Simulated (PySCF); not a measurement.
A species of formula C5H8FN has this rotational fingerprint, computed with PBE0/pcSseg-1 in PySCF (dipole) on a GFN2-xTB geometry, gas phase:

| Quantity | Value |
| --- | --- |
| Rotational constants | A = 5792, B = 1964, C = 1530 MHz |
| Dipole components | \|μa\| = 2.07 D, \|μb\| = 0.70 D, \|μc\| = 0.42 D |
| Inertial defect | -14.18 u·Å² |
| κ | -0.80 |

Problem. Which candidate fits, each taken in the one conformer that was computed?
A. `[CH3:1][C@H:2]([F:3])[CH2:4][CH2:5][C:6]#[N:7]` with C1–C2–C4–C5 -177°, C2–C4–C5–C6 66°
B. `[CH3:1][N:2]1[CH:3]=[C:4]([F:5])[CH2:6][CH2:7]1` with C1–N2–C3–C4 147°, C3–C4–C6–C7 -9°, C4–C6–C7–N2 15°, C1–N2–C7–C6 -154°

Solution. B. It is CN1C=C(F)CC1, an asymmetric top, point group C1. The candidates at the same level (rigid rotor, commonest isotopes):

```
        SMILES  A (MHz)  B (MHz)  C (MHz)  μa (D)  μb (D)  μc (D)  Δ (u·Å²)  point group                        rotor
  CN1C=C(F)CC1     5792     1964     1530    2.07    0.70    0.42    -14.18           C1               asymmetric top
C[C@H](F)CCC#N     4759     1457     1414    2.30    0.92    2.74    -95.69           C1  near-prolate asymmetric top
```

`C[C@H](F)CCC#N` has B 26 % too low. No structure here is proved a minimum.
